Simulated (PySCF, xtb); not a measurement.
O₂Si, SMILES O=[Si]=O.

GFN2-xTB (xtb) at its own geometry gives an orbital gap of 7.87 eV and a dipole moment of 0.00 D.

The structure is a stationary point at ωB97X-D3(BJ)/def2-TZVP.

Q: What does B3LYP/def2-TZVPD (PySCF) give? (Estimate from the structure and the level; the computed values follow.)

A: gap 5.87 eV (levels -9.75 and -3.88 eV), dipole 0.00 D.
